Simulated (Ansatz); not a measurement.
Molecule: CH9N3OSi, charge 0, multiplicity 1. SMILES: CO[Si](N)(N)N
Coordinates optimised at B3LYP-D3(BJ)/def2-TZVP (Ansatz, a quantum-chemistry and plane-wave program):
```xyz
15

Si    -0.3915     0.0684     0.0080
O      0.9988    -0.4319     0.7395
C      2.2613    -0.4393     0.1035
N     -1.4803     0.0585     1.3282
N     -0.4591     1.6374    -0.6649
N     -0.6000    -0.9559    -1.3588
H      2.9867    -0.8815     0.7875
H      2.2440    -1.0255    -0.8204
H      2.5876     0.5774    -0.1392
H     -1.2853    -0.5166     2.1312
H     -2.4673     0.2041     1.1973
H     -0.5552     2.4468    -0.0748
H     -0.0430     1.8553    -1.5547
H     -1.3182    -0.7568    -2.0368
H     -0.4500    -1.9487    -1.2705
```

Computed values are from Ansatz. Valence correlation only, unless marked. UHF or UKS for open shells. No spin-orbit coupling. No relativistic terms. CBS(X,Y): correlation extrapolated as X^-3; Hartree-Fock from the larger set. The bracket is a focal-point correction in the basis named.

```yaml
atomisation energy De: 1347.0 kcal/mol at RI-MP2/CBS(cc-pV(T+d)Z,cc-pV(Q+d)Z)+[CCSD(T)-MP2]/cc-pV(T+d)Z
total_energy: -571.9781 Eh at RI-MP2/CBS(cc-pV(T+d)Z,cc-pV(Q+d)Z)+[CCSD(T)-MP2]/cc-pV(T+d)Z
dipole_moment: 1.07 D at CCSD(T)/aug-cc-pV(D+d)Z
T1 diagnostic: 0.010 at CCSD/cc-pV(T+d)Z
```
